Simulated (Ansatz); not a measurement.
Program: Ansatz. Geometries: PBE0-D4/def2-TZVP. ΔE: electronic, gas phase. CCSD(T)/CBS adds triple-zeta CCSD(T) − MP2 to the extrapolated MP2 energy (def2 sets, frozen cores). This one scheme is used for every species. Double bonds are as drawn, so ΔE can hold a change between cis and trans. One conformer a species, not always the lowest.

`C[SiH2]O[SiH3]` + `C/C=C/C=O` → `O=C[SiH2]O[SiH3]` + `C/C=C/C`  (formal exchange of groups at the Si–C bond)

```
           species  MP2/def2-TZVPP energy (Eh)
  `C[SiH2]O[SiH3]`                  -696.09866
       `C/C=C/C=O`                  -230.77480
`O=C[SiH2]O[SiH3]`                  -769.99174
         `C/C=C/C`                  -156.85409
```

Problem. Work out ΔE.

Solution. ΔE = (-769.99174) + (-156.85409) − (-696.09866) − (-230.77480) = 0.02763 Eh = +72.5 kJ/mol. CCSD(T)/CBS gives +67.2 kJ/mol.

Largest T1 diagnostic among the species: 0.014.

The D4 term adds −3.7 kJ/mol with B3LYP and −1.9 kJ/mol with PBE0; it sums over pairs of atoms, weighted by their polarisabilities, and B3LYP, whose exchange is more repulsive, gets the larger term.

B3LYP here is the variant with VWN-RPA as its local correlation; programs differ in this.
